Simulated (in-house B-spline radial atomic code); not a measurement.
Computed with a B-spline radial atomic code. Model: two electrons, singlet ground state, non-relativistic, full CI in B-splines with partial waves to l = 8 (at full coupling up to 3e-4 hartree above the limit, correlation up to 0.6 % small), density held at that of full coupling by Lieb maximisation.

W(λ) is the mean repulsion in the state of coupling λ less the Hartree energy of the fixed density. Its start is exact exchange, its initial slope is twice the second-order Görling-Levy correlation energy, and its area from 0 to 1 is E_xc. A straight curve means weak, dynamic correlation, and a curve that drops fast and flattens means strong correlation.

Command:
```bash
python run_ac.py task.json out
```
Settings (lengths in bohr, energies in hartree):
```
potential              ball
strength               1
lmax                   8
wall_radius            0.806
```

Cost of the run: 2.5 s on 1 thread of Intel(R) Xeon(R) Processor @ 2.30GHz, with other jobs on the host.

**W = mean repulsion less Hartree energy, and W of three functionals.**

Given: confinement empty hard sphere; hard wall radius 0.806 bohr; external potential zero inside.

Computed: LDA exchange minus exact 293.23 millihartree; SCAN exchange minus exact -20.918 millihartree.

```tsv
coupling	W xc (hartree)	W xc minus exchange (millihartree)	kinetic minus Kohn-Sham (millihartree)	LDA (PW92) W minus its exchange (millihartree)	PBE W minus its exchange (millihartree)	SCAN W minus its exchange (millihartree)
0	-2.1878	0	0	0	0	0
0.02	-2.19	-2.222	0	-13.98	-4.07	-1.96
0.05	-2.1934	-5.536	0.1	-29.39	-9.98	-4.87
0.12	-2.201	-13.178	0.8	-58.08	-23.04	-11.52
0.25	-2.2149	-27.045	3.3	-100.06	-45.36	-23.48
0.4	-2.2304	-42.533	8.4	-139.55	-68.81	-36.78
0.6	-2.2502	-62.369	18.3	-183.84	-97.25	-53.79
0.8	?	?	?	?	?	?
1	-2.2872	-99.423	47.8	-255.83	-147.17	-85.64
1.4	-2.3211	-133.29	88.3	-314.41	-190.42	-115.05
2	-2.3666	-178.82	165.5	-386.84	-246.46	-155.27
3	?	?	?	?	?	?
4.5	-2.5062	-318.42	605	-589.07	-413.86	-286.45
7	-2.5953	-407.46	1109.4	-715.44	-524.28	-379.03
10	-2.6666	-478.8	1708.6	-820.64	-618.6	-459.56
```

(1) What belongs in the row 0.8?

(2) What belongs in the row 3?

(3) What is the PBE exchange minus exact?

**Energy parts, natural occupations and partial-wave weights.**

Computed: total energy 17.3429 hartree; correlation energy -0.051614 hartree; kinetic part of the DFT correlation energy 0.047809 hartree; initial slope twice GL2 -0.11137 hartree; kinetic part over minus potential part 0.48086; Kohn-Sham kinetic 15.207 hartree; Lieb Oxford ratio E_xc over LDA exchange 1.182.

```json
{"natural": "s", "occupation of the shell (electrons)": "1.9951"}
{"natural": "p", "occupation of the shell (electrons)": "0.0045285"}
{"natural": "d", "occupation of the shell (electrons)": "0.00020908"}
{"natural": "s", "occupation of the shell (electrons)": "?"}
{"natural": "f", "occupation of the shell (electrons)": "2.8371e-05"}
{"natural": "p", "occupation of the shell (electrons)": "2.1748e-05"}
```

(4) What belongs in the row s?

```csv
wave,weight
s,0.9976
p,0.0022757
d,?
f,1.511e-05
g,3.4808e-06
```

(5) What belongs in the row d?

(6) What is the Hartree energy?

(7) What is the exchange energy?

## Answers

(1) W xc (hartree): -2.2691; W xc minus exchange (millihartree): -81.317; kinetic minus Kohn-Sham (millihartree): 31.5; LDA (PW92) W minus its exchange (millihartree): -221.99; PBE W minus its exchange (millihartree): -123.21; SCAN W minus its exchange (millihartree): -70.05.

(2) W xc (hartree): -2.4308; W xc minus exchange (millihartree): -243.01; kinetic minus Kohn-Sham (millihartree): 324.8; LDA (PW92) W minus its exchange (millihartree): -481.95; PBE W minus its exchange (millihartree): -323.47; SCAN W minus its exchange (millihartree): -213.84.

(3) 92.216 millihartree.

(4) occupation of the shell (electrons): 0.00010655.

(5) weight: 0.00010743.

(6) 4.3756 hartree.

(7) -2.1878 hartree.

Half-way to full coupling W has made 53 % of its drop, against 50 % for a straight line, and second-order (GL2) theory, half the initial slope, overshoots the correlation energy by about 8 %: correlation is weak here. Over couplings 0 to 1 the errors in E_xc come to about +192 millihartree for LDA, +64 millihartree for PBE, -14 millihartree for SCAN, so SCAN is nearest. In LDA and PBE and SCAN the errors of exchange and correlation have opposite signs, so the sum is smaller than the larger of the two.
